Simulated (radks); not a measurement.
Pm2+, configuration [Kr] 4d10 4f5 5s1.5 5p6 5f0.5 (fractional occupations, a model configuration).

All-electron calculation, scalar-relativistic Kohn-Sham, exchange-only PBE, spin-polarised, spherical densities, point nucleus; open shells are filled with parallel spins first (spin-orbit coupling, left out, can overturn this in heavy ions). Program: a radial shooting solver on a logarithmic mesh with Libxc functionals.

Energy parts (eV):
total: -272545.66
kinetic: 290804.03
electron-nucleus: -661887.82
Hartree: 104660.83
exchange: -6122.69

Orbitals (lengths in bohr, moments of r in powers of bohr; <r^-3> diverges for s and p1/2; r(90%) holds 90 % of the orbital's charge):
| orbital | occ. | eigenvalue (eV) | <r^-3> | <r> | r(90%) |
|---|---|---|---|---|---|
| 1s up | 1 | -45042.23 | - | 0.02318 | 0.0419 |
| 1s down | 1 | -45042.18 | - | 0.02318 | 0.0419 |
| 2s up | 1 | -7336.571 | - | 0.09895 | 0.153 |
| 2s down | 1 | -7336.527 | - | 0.09895 | 0.153 |
| 2p up | 3 | -6553.274 | 9579 | 0.08710 | 0.142 |
| 2p down | 3 | -6553.235 | 9579 | 0.08710 | 0.142 |
| 3s up | 1 | -1612.503 | - | 0.2606 | 0.382 |
| 3s down | 1 | -1610.931 | - | 0.2604 | 0.382 |
| 3p up | 3 | -1366.606 | 1964 | 0.2589 | 0.388 |
| 3p down | 3 | -1365.040 | 1968 | 0.2587 | 0.387 |
| 3d up | 5 | -1029.555 | 267.4 | 0.2363 | 0.369 |
| 3d down | 5 | -1028.342 | 267.9 | 0.2361 | 0.368 |
| 4s up | 1 | -334.9613 | - | 0.5933 | 0.852 |
| 4s down | 1 | -330.7440 | - | 0.5929 | 0.852 |
| 4p up | 3 | -254.3434 | 429.6 | 0.6284 | 0.914 |
| 4p down | 3 | -250.0906 | 429.9 | 0.6279 | 0.913 |
| 4d up | 5 | -140.5444 | 48.30 | 0.6891 | 1.04 |
| 4d down | 5 | -136.2196 | 48.35 | 0.6886 | 1.04 |
| 5s up | 1 | -59.2575 | - | 1.421 | 2.04 |
| 5s down | 0.5 | -56.0025 | - | 1.444 | 2.08 |
| 5p up | 3 | -39.4465 | 61.11 | 1.647 | 2.40 |
| 5p down | 3 | -36.8782 | 56.71 | 1.686 | 2.47 |
| 4f up | 5 | -19.7829 | 5.696 | 0.9967 | 1.73 |
| 4f down | 0 | -15.7838 | 5.455 | 1.053 | 1.87 |
| 5f up | 0.5 | -5.4800 | 0.09749 | 6.333 | 9.30 |

The highest occupied level is 5f up at -5.480 eV. The configuration is held as typed, so some empty levels lie below it. The density falls to 0.001 e/bohr^3 at r = 3.63 bohr. Spin moment in Bohr magnetons: 6.
